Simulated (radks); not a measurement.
The numbers below are computed, except where a source is named.
Orbital eigenvalues (eV) of neutral antimony, [Kr] 4d10 5s2 5p3, at several levels of relativity; Dirac values are averaged over j with weights 2j + 1. Spin-unpolarised spherical Kohn-Sham, BLYP, point nucleus unless stated (finite: rms radius 4.6802 fm), a radial shooting solver on a logarithmic mesh with Libxc functionals. A level marked "c x" has the speed of light scaled by that factor and shares open shells by 2j + 1; other Dirac levels either fill j = l - 1/2 first or share by 2j + 1.

shell  non-rel.  scalar-rel.  Dirac, 2j+1 shares  Dirac, c x 5  change of magnitude, last against first (%)
1s       -29175       -30310              -30290        -29217                                        +0.14
2s      -4335.5      -4612.2             -4607.6       -4345.6                                        +0.23
2p      -4062.5      -4140.9             -4142.9       -4065.5                                        +0.07
3s      -847.08      -903.83             -902.96       -849.14                                        +0.24
3p      -733.72      -750.23             -750.70       -734.36                                        +0.09
3d      -523.21      -515.76             -515.17       -522.90                                        -0.06
4s      -137.47      -148.54             -148.41       -137.88                                        +0.29
4p      -99.118      -101.50             -101.65       -99.212                                        +0.09
4d      -35.008      -33.275             -33.242       -34.939                                        -0.20
5s      -11.781      -12.730             -12.718       -11.814                                        +0.28
5p      -4.7476      -4.6908             -4.7056       -4.7456                                        -0.04
